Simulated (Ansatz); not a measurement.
The cluster NbO₂, relaxed as a doublet with UKS PBE0-D4/def2-TZVP in Ansatz, starting from the GFN1-xTB geometry. Force threshold 0.02 eV/Å.

In the def2 sets Nb takes a core potential; there is no spin–orbit coupling. The structure comes from a short search, and lower isomers may exist.

Start:

Cartesian coordinates in Å:
```
Nb -0.540 -0.280 -0.837
O -0.228 0.850 0.612
O 0.767 -0.570 0.225
```

Problem. Estimate the energy that the relaxation releases and the steps that it takes.

Solution. 107.6 kcal/mol, in 6 steps; 4.8 s on 4 threads of AMD EPYC 9R45 on a shared host. No frequencies were taken in this run, so the end may be a saddle point.

Problem. Does the start keep its bonding and symmetry?

Solution. By distances, no bond broke or formed. The bond that changes most is Nb1–O2, from 1.86 to 1.70 Å (atoms count from 1). A close non-bonded pair moves further: O2–O3, from 1.78 to 2.69 Å. Point group Cs at the start, C2v at the end, both within 0.05 Å.

Problem. Predict the relaxed structure.

Solution. 
```
atom   x (Å)   y (Å)   z (Å)
 Nb1  -0.388  -0.151  -0.551
  O2  -0.587   1.143   0.533
  O3   0.975  -0.992   0.019
```
Bond lengths: 2 × Nb–O 1.70 Å.
